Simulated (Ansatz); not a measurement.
`N=C([SiH3])[SeH]`, charge 0, multiplicity 1.

Question: Give a relaxed structure at PBE0-D4/def2-TZVP (the Gaussian-basis code of Ansatz). (Estimate.)

Answer: The calculation gave: 
Z-matrix (Å, degrees):
```
Si
C 1 1.893
H 1 1.484 2 109.6
H 1 1.484 2 109.6 3 -119.9
H 1 1.486 2 107.2 3 120.1
Se 2 1.922 1 117.1 3 59.7
N 2 1.265 1 126.7 3 -120.3
H 6 1.470 2 94.8 1 -0.2
H 7 1.020 2 111.5 1 0.0
```
Point group Cs.
This is one stationary point; other conformers may exist.
